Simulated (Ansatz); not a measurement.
`[CH3][Al]([OH])[Br]`. Charge 0, multiplicity 1.

Cartesian coordinates in Å:
```
C -0.432 -0.865 0.880
Al 0.327 0.289 -0.468
O -0.287 1.841 -0.726
Br 2.066 -0.387 -1.754
H 0.324 -1.152 1.616
H -1.256 -0.376 1.403
H -0.806 -1.790 0.432
H 0.064 2.439 -1.384
```

Q: What are the harmonic wavenumbers in cm⁻¹ at PBE0-D4/def2-TZVP (Ansatz, finite differences of forces, unscaled)? (Estimate.)

A: Ansatz gave: 48, 138, 181, 202, 370, 393, 630, 654, 673, 721, 889, 1223, 1441, 1441, 3050, 3128, 3146, 3957.

Q: Is this a minimum?

A: Yes, all 18 modes are real.

Q: Give the ideal-gas thermochemistry at 298.15 K and 1 bar (rigid rotor, harmonic oscillator; point group Cs, symmetry number 1).

A: Zero-point energy 133.3 kJ/mol; H(298) − E = 153.4 kJ/mol; entropy 351.4 J/(mol·K), of which translation 170.4, rotation 114.9, vibration 66.2; G(298) − E = 48.7 kJ/mol. Modes under 100 cm⁻¹ are hindered rotations or soft bends, so the harmonic entropy is rough.

Q: And at 400, 500, 600, 800 and 1000 K?

A: 
```json
{"T (K)": "400", "H − E (kJ/mol)": "163.9", "S (J/mol/K)": "381.6", "G − E (kJ/mol)": "11.3"}
{"T (K)": "500", "H − E (kJ/mol)": "175.4", "S (J/mol/K)": "407.1", "G − E (kJ/mol)": "-28.2"}
{"T (K)": "600", "H − E (kJ/mol)": "187.6", "S (J/mol/K)": "429.4", "G − E (kJ/mol)": "-70.0"}
{"T (K)": "800", "H − E (kJ/mol)": "214.0", "S (J/mol/K)": "467.3", "G − E (kJ/mol)": "-159.8"}
{"T (K)": "1000", "H − E (kJ/mol)": "242.4", "S (J/mol/K)": "498.9", "G − E (kJ/mol)": "-256.5"}
```

Q: Rotational constants (cm⁻¹)?

A: 0.1926, 0.06189, 0.04725.
